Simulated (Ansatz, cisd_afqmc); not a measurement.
Species: As, charge 0, quartet.

Total energies in aug-cc-pVDZ, 5 correlated electrons, 14 frozen orbitals. UHF or UKS for unpaired electrons; spin-orbit terms are left out. Correlated methods leave the cores frozen (noble-gas shells, and filled d and f shells in the p block). No relativity. AFQMC/CISD: phaseless, guided by CISD from CCSD amplitudes; bars are statistical, one sigma. Outlying blocks are dropped, and bars are widened where a walk drifts. Over all cases where full CI ran beside it in this data, AFQMC minus full CI had a median of +0.1 mEh and passed +0.4 mEh in a tenth of the cases.

```tsv
method	program	energy (Eh)	minus CCSDTQ (mEh)
HF	Ansatz	-2234.16833	73.87
MP2	Ansatz	-2234.22548	16.71
CCSD	Ansatz	-2234.24066	1.53
CCSD(T)	Ansatz	-2234.24182	0.38
CCSDT(Q)	Ansatz	-2234.24217	0.02
CCSDTQ	Ansatz	-2234.24220	0.00
AFQMC/CISD	cisd_afqmc	-2234.2422 ± 0.0001	0.0 ± 0.1
```

Ansatz is a quantum-chemistry and plane-wave program.
